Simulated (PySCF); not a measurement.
**A search over the determinants of SnF**

Unrestricted PBE0; basis Sn def2-TZVPP with ECP28, F def2-TZVPP; scalar-relativistic core potentials; PySCF 2.14. Outer shells of the fragments: Sn 4d10 5s2 5p2; F 2s2 2p5.

Followed along the bond (rough minima from three points):

```json
{"2Ms+1": "2", "unpaired": "π ↑", "⟨S²⟩ at the start": "0.75", "R at minimum (Å)": "1.95", "Te (eV)": "0.00"}
{"2Ms+1": "4", "unpaired": "σ ↑, π ↑↑", "⟨S²⟩ at the start": "3.76", "R at minimum (Å)": "1.96", "Te (eV)": "3.89"}
```

Solutions found at the starting distance of 1.965 Å, counted from the lowest of them; the search is not exhaustive and high or unbound solutions are not listed, so other states can lie among these:

```tsv
2Ms+1	unpaired	term	E (eV)	⟨S²⟩	⟨Lz²⟩	μ (D)
2	π ↑	²Π	0.00	0.75	1.01	-2.81
2	σ ↑	²Σ⁺	2.36	0.75	0.00	-2.06
4	σ ↑, π ↑↑	⁴Σ⁻	3.88	3.76	0.00	-2.12
2	σ ↑, π ↑↓	mixed	4.77	1.76	2.02	-1.63
2	σ ↓, π ↑↑	mixed	4.97	1.77	0.00	-1.18
4	σ ↑↑, π ↑	⁴Π	6.08	3.75	1.00	-1.07
4	π ↑↑↑	⁴Π	6.33	3.76	1.00	2.17
4	σ ↑, π ↑↑	mixed	7.93	3.75	2.01	2.49
4	σ ↑, π ↑↑	mixed	8.05	3.75	2.01	2.55
```

A term symbol is given only where ⟨S²⟩ and ⟨Lz²⟩ are close to those of a pure state; real π, δ and φ orbitals otherwise mix terms. A positive dipole means Sn(−)F(+).

Spin–orbit coupling is left out. Counting both spins, an empty level lies below a filled one in some of these solutions, because spin and occupation are held.
